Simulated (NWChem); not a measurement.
# C$_{2}$H$_{7}$NOSi, singlet; SMILES CN(C)[Si]O

```xyz
12

Si    -0.7966     0.9156     0.0001
O      0.4605     2.0175    -0.0011
H      1.3893     1.7611    -0.0049
N      0.0045    -0.6376     0.0000
C     -0.8310    -1.8169    -0.0028
C      1.4117    -0.9375     0.0008
H     -0.6532    -2.4443    -0.8964
H     -0.6532    -2.4482     0.8880
H     -1.8942    -1.5258    -0.0022
H      1.7035    -1.5296     0.8886
H      1.7078    -1.5185    -0.8930
H      2.0200    -0.0204     0.0084
```
Atoms are numbered in this order, from 1.

Program: NWChem. Pople sets run with spherical d functions. Low-valent species are run as closed-shell singlets; no triplet was tried in these runs. All runs use the structure optimised with PBE0/def2-SVP. Static field.

```
level             basis functions  isotropic polarisability (bohr³)  anisotropy (bohr³)
----------------  ---------------  --------------------------------  ------------------
PBE0/6-31G*                    88                              59.0                22.9
PBE0/6-31+G*                  108                              66.2                22.7
PBE0/def2-SVP                 109                              59.4                22.6
PBE0/def2-SVPD                163                              69.8                22.7
PBE0/aug-cc-pVDZ              182                                 ?                   ?
```

Problem. Some entries are withheld; supply them.

Solution. 
- PBE0/aug-cc-pVDZ, isotropic polarisability (bohr³): 71.7
- PBE0/aug-cc-pVDZ, anisotropy (bohr³): 23.4
